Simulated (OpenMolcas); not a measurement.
How methods differ on C2H7BO (SMILES CCBO)

The species is C2H7BO (11 atoms), meant as a singlet with charge 0. As SMILES, `CCBO`. Geometry: relaxed at PBE0-D4/def2-TZVP. This is one conformer, not always the lowest.

Quantity: the HOMO–LUMO gap, in eV. The values are calculated.

| level | kind | program | value (eV) | CPU time |
| --- | --- | --- | --- | --- |
| HF/def2-SVP | Hartree–Fock | OpenMolcas | 15.83 | 6.8 s |
| SVWN5/def2-SVP | LDA | OpenMolcas | 5.84 | 25 s |
| M06-L/def2-SVP | meta-GGA | OpenMolcas | 6.90 | 44 s |
| TPSS/def2-SVP | meta-GGA | OpenMolcas | 6.42 | 47 s |
| B3LYP/def2-SVP | global hybrid | OpenMolcas | 8.10 | 33 s |
| BHLYP/def2-SVP | global hybrid | OpenMolcas | 11.04 | 33 s |
| M06-2X/def2-SVP | hybrid meta-GGA | OpenMolcas | 10.87 | 49 s |
| B2PLYP/def2-SVP | double hybrid | OpenMolcas | 11.33 | 23 s |

The values span 5.84 to 15.83 eV. Orbital gaps aren't excitation energies, and those of double hybrids come from the SCF part alone; they tend to grow with the share of exact exchange. CPU times are rough (shared hosts, several kinds of processor and program).
